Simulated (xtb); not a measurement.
RbF, SMILES [F][Rb]. All values are semi-empirical tight-binding results from xtb (GFN2-xTB unless named), good for trends rather than for accurate numbers. Coordinates come from a GFN2-xTB optimisation.

Optimised geometry:

Bonds (Å): Rb1–F2 2.200.
Charge 0, spin multiplicity 1.

For metal compounds this method's bond lengths and energies can be far off.

Q: Estimate the properties. (An estimate is asked for; the answer gives what the named calculation found.)

A: 
```json
{
 "point_group_as_xtb_finds_it": "C∞v",
 "orbital_gap": "1.08 eV"
}
```

Computed atomic charges and the Wiberg bond orders between heavy atoms:
charges (e) Rb1 0.63, F2 -0.63. Bond orders Rb1–F2 0.67.
